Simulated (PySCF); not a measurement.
**[NdI4]− at several levels of theory**

Computed with PySCF 2.14.0 (density fitting, no spin-orbit coupling) at the geometry relaxed with PBE0:

```xyz
5
[NdI4]− (singlet in the valence; each metal's 4f electrons, 3 of them, lie in its core potential, out of spins and levels)
Nd    0.0000    0.0000    0.0000
I     1.7152    1.7152    1.7152
I    -1.7152   -1.7152    1.7152
I     1.7152   -1.7152   -1.7152
I    -1.7152    1.7152   -1.7152
```

```json
{"level": "PBE0", "basis": "Nd lcecp-1-SVP with ECP49, I def2-SVP with ECP28", "state": "singlet", "HOMO (eV)": "-3.92", "gap (eV)": "5.87", "charge on Nd1 (e)": "0.88", "population of f-type functions on Nd1 (polarisation alone where 4f lies in the core)": "0.04", "dipole about the centre of mass (D)": "0.00", "largest force component (eV/Å)": "0.00"}
{"level": "PBE0", "basis": "Nd lcecp-1-TZVP with ECP49, I def2-TZVP with ECP28", "state": "singlet", "HOMO (eV)": "-4.03", "gap (eV)": "5.88", "charge on Nd1 (e)": "1.37", "population of f-type functions on Nd1 (polarisation alone where 4f lies in the core)": "0.05", "dipole about the centre of mass (D)": "0.00", "largest force component (eV/Å)": "0.00"}
```

In the lcecp rows the 4f levels are missing from HOMO and gap, and the state counts the valence alone.

Charges are Mulliken's, which hang on the basis. The relaxation used the grid (50, 194), these runs (75, 302) or, all-electron (x2c bases, spin-free X2C Hamiltonian), (99, 590).

**Question.** A further run in the first row's basis gives HOMO (eV) -2.89, gap (eV) 4.08, charge on Nd1 (e) 0.68, population of f-type functions on Nd1 (polarisation alone where 4f lies in the core) 0.03, dipole about the centre of mass (D) 0.00, largest force component (eV/Å) 0.06. Which level was it?
A. HF
B. BP86

**Answer.** B. The others give HOMO -6.38 eV (HF).

In the first row's basis the gap widens with exact exchange: 4.1 eV for BP86 (none); 5.9 eV for PBE0 (a fixed share); 11.0 eV for Hartree–Fock (rising or full at long range).

An lcecp potential fixes the number of 4f electrons, so in runs with it no electron can move into or out of that shell.
